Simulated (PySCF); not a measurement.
Correlation energy of La²⁺ (lanthanum, charge +2)

[Xe] 6p1, 2P determinant (an excited configuration). All numbers are calculated (PySCF 2.14, scalar relativity through the core potential, in def2-TZVPPD with the def2 core potential (46 electrons) (6s5p3d2f1g, 59 functions)). Frozen: nothing; 9 electrons correlated.

| level | correlation energy (mhartree) |
| --- | --- |
| CCSD | -155.28 |
| (T) | -4.25 |
| CCSD(T) | -159.53 |

Diagnostics: T1 = 0.0090, D1 = 0.0361, largest double amplitude 0.030.

Spin-orbit coupling, absent here, splits the open shell strongly.

Cost of the coupled-cluster step: of the order of 5 core-seconds, for 9 correlated electrons.

The basis has no tight functions for the innermost shells, so their pair energies are far from complete.
